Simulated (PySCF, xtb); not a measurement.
Au(CO) (CAuO), SMILES [O+]#[C-]->[Au+], charge +1, multiplicity 1.

GFN2-xTB run with xtb at its own geometry gives an orbital gap of 3.76 eV.

Geometry optimised at B3LYP-D3(BJ)/def2-TZVP. The multiplicity is an assumed one; other spin states were not compared. The isomer is the one that the SMILES or the coordinates give; other isomers of the formula were not compared. The def2 effective core potentials stand for the cores of Au; spin–orbit coupling is left out.

Task: What does PBE/def2-TZVPD run with PySCF give? (Estimate from the structure and the level; the computed values follow.)

Result: gap 3.51 eV (levels -14.23 and -10.72 eV).
